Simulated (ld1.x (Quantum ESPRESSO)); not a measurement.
**LDA (PZ) ultrasoft dataset for In (Z = 49), scalar-relativistic all-electron reference.**

Input for ld1.x (Quantum ESPRESSO) 7.5:

```
&input
   title='In', zed=49., rel=1, dft='PZ', iswitch=3,
   config='[Kr] 4d10 5s2 5p1',
   nld=3, rlderiv=2.65, eminld=-3.0, emaxld=5.0, deld=0.02
 /
 &inputp
   pseudotype=3, tm=.true., lloc=-1, rcloc=1.55,
   nlcc=.true., new_core_ps=.true., rcore=0.75,
   file_pseudopw='In.UPF', file_wfcaegen='ae.wfc', file_wfcncgen='nc.wfc', file_beta='beta', file_chi='chi', file_wfcusgen='us.wfc'
 /
6
5S  1  0   2.00   0.00  1.90  2.45  0.0
5S  1  0   0.00   0.15  1.90  2.45  0.0
5P  2  1   1.00   0.00  1.85  2.40  0.0
5P  2  1   0.00   3.20  1.85  2.40  0.0
4D  3  2  10.00   0.00  0.90  1.05  0.0
4D  3  2   0.00  -1.05  0.90  1.05  0.0
 &test
   configts(1)='4d10 5s2 5p1'
 /
```

Command:

```bash
ld1.x < In.in > In.out
```

Resulting log (shortened: banner, matrices, multipoles, cross overlaps and the repeated all-electron block are left out):

```
Program LD1 v.7.5
     --------------------------- All-electron run ----------------------------

     In
     scalar relativistic calculation

     atomic number is 49.00
     dft =PZ   lsd =0 sic =0 latt =0  beta=0.20 tr2=1.0E-14
     Exchange-correlation= PZ
                           (   1   1   0   0   0   0   0)
     mesh =1241 r(mesh) = 100.30140 a.u. xmin = -7.00 dx = 0.01250
     1 Ry =  13.60569312 eV, c = 137.03599908

     n l     nl                  e(Ry)          e(Ha)          e(eV)
     1 0     1S 1( 2.00)     -2037.4678     -1018.7339    -27721.1612
     2 0     2S 1( 2.00)      -305.1353      -152.5677     -4151.5773
     2 1     2P 1( 6.00)      -274.0468      -137.0234     -3728.5960
     3 0     3S 1( 2.00)       -57.8629       -28.9315      -787.2649
     3 1     3P 1( 6.00)       -47.6815       -23.8408      -648.7399
     4 0     4S 1( 2.00)        -8.7803        -4.3901      -119.4616
     4 1     4P 1( 6.00)        -5.7363        -2.8681       -78.0457
     3 2     3D 1(10.00)       -31.8259       -15.9129      -433.0132
     4 2     4D 1(10.00)        -1.3752        -0.6876       -18.7112
     5 0     5S 1( 2.00)        -0.6237        -0.3119        -8.4865
     5 1     5P 1( 1.00)        -0.1987        -0.0993        -2.7030

     final scf error:  9.6E-15 reached in  28 iterations

     Etot =  -11752.891211 Ry,   -5876.445605 Ha, -159906.231119 eV

     Ekin =   12247.031021 Ry,    6123.515510 Ha,  166629.345736 eV
     Encl =  -28428.170890 Ry,  -14214.085445 Ha, -386784.969176 eV
     Eh   =    4736.760509 Ry,    2368.380254 Ha,   64446.909876 eV
     Exc  =    -308.511850 Ry,    -154.255925 Ha,   -4197.517556 eV

     normalization and overlap integrals

     s(1S/1S) =  1.000000  <r> =   0.0297  <r2> =    0.0012  r(max) =   0.0192
     s(2S/2S) =  1.000000  <r> =   0.1286  <r2> =    0.0195  r(max) =   0.1090
     s(2P/2P) =  1.000000  <r> =   0.1122  <r2> =    0.0154  r(max) =   0.0870
     s(3S/3S) =  1.000000  <r> =   0.3492  <r2> =    0.1395  r(max) =   0.3153
     s(3P/3P) =  1.000000  <r> =   0.3476  <r2> =    0.1402  r(max) =   0.3075
     s(4S/4S) =  1.000000  <r> =   0.8476  <r2> =    0.8141  r(max) =   0.7658
     s(4P/4P) =  1.000000  <r> =   0.9216  <r2> =    0.9730  r(max) =   0.8152
     s(3D/3D) =  1.000000  <r> =   0.3246  <r2> =    0.1252  r(max) =   0.2581
     s(4D/4D) =  1.000000  <r> =   1.1852  <r2> =    1.6914  r(max) =   0.9354
     s(5S/5S) =  1.000000  <r> =   2.5937  <r2> =    7.7325  r(max) =   2.1344
     s(5P/5P) =  1.000000  <r> =   3.6744  <r2> =   15.9731  r(max) =   2.8453

     ------------------------ End of All-electron run ------------------------

     --------------------- Generating US pseudopotential ---------------------

      Generating local potential from pseudized AE potential:
      Matching radius rcloc =   1.5500

      Local pseudo, rcloc= 1.542 Estimated cut-off energy=    10.55 Ry

      Computing core charge for nlcc:

       r > 0.76 : true rho core
      Core charge pseudized with two Bessel functions
      Integrated core pseudo-charge :  11.72

      Wfc   5S  rcut= 1.884  Using Troullier-Martins method
      Wfc-us  5S rcutus= 2.480  Estimated cut-off energy=     7.59 Ry

      Wfc   5S  rcut= 1.884  Using Troullier-Martins method
      Wfc-us  5S rcutus= 2.480  Estimated cut-off energy=     9.27 Ry

      Wfc   5P  rcut= 1.837  Using Troullier-Martins method
      Wfc-us  5P rcutus= 2.419  Estimated cut-off energy=    12.44 Ry

      Wfc   5P  rcut= 1.837  Using Troullier-Martins method
      Wfc-us  5P rcutus= 2.419  Estimated cut-off energy=    21.07 Ry

      Wfc   4D  rcut= 0.890  Using Troullier-Martins method
      Wfc-us  4D rcutus= 1.060  Estimated cut-off energy=   100.34 Ry

      Wfc   4D  rcut= 0.890  Using Troullier-Martins method
      Wfc-us  4D rcutus= 1.060  Estimated cut-off energy=   101.04 Ry

     ------------------- End of pseudopotential generation -------------------

     Computing logarithmic derivative in   2.65634
     Computing logarithmic derivative in   2.65634
     Computing the partial wave expansion
     R is outside the sphere for l=    0 j= 0.00
     R is outside the sphere for l=    0 j= 0.00
     R is outside the sphere for l=    1 j= 0.00
     R is outside the sphere for l=    1 j= 0.00
     R is outside the sphere for l=    2 j= 0.00
     R is outside the sphere for l=    2 j= 0.00

     ---------------------- Testing the pseudopotential ----------------------

     In
     scalar relativistic calculation

     atomic number is 49.00   valence charge is 13.00
     dft =PZ   lsd =0 sic =0 latt =0  beta=0.20 tr2=1.0E-14
     mesh =1241 r(mesh) = 100.30140 xmin = -7.00 dx = 0.01250

     n l     nl             e AE (Ry)        e PS (Ry)    De AE-PS (Ry)
     3 2     4D   1(10.00)       -1.37525       -1.37525        0.00001
     1 0     5S   1( 2.00)       -0.62375       -0.62375        0.00000
     2 1     5P   1( 1.00)       -0.19867       -0.19867        0.00000

     eps = 2.5E-16  iter =  4

     Etot =  -11752.891211 Ry,   -5876.445605 Ha, -159906.231119 eV
     Etotps =  -138.166531 Ry,     -69.083266 Ha,   -1879.851424 eV

     Ekin =      94.502425 Ry,      47.251212 Ha,    1285.770988 eV
     Encl =    -265.914250 Ry,    -132.957125 Ha,   -3617.947679 eV
     Ehrt =     102.430773 Ry,      51.215386 Ha,    1393.641660 eV
     Ecxc =     -43.998287 Ry,     -21.999144 Ha,    -598.627195 eV
     (Ecc =     -22.952344 Ry,     -11.476172 Ha,    -312.282544 eV)
     Epseu=     -25.187191 Ry,     -12.593596 Ha,    -342.689197 eV

     ---------------------- End of pseudopotential test ----------------------
```

Note: ghost state, extra bound levels that the all-electron valence spectrum of the same l lacks: s at -87.9 eV. A true bound ghost makes a file unfit for plane-wave use.

Generation and configuration tests took about 2.3 s on one core of a shared server CPU.
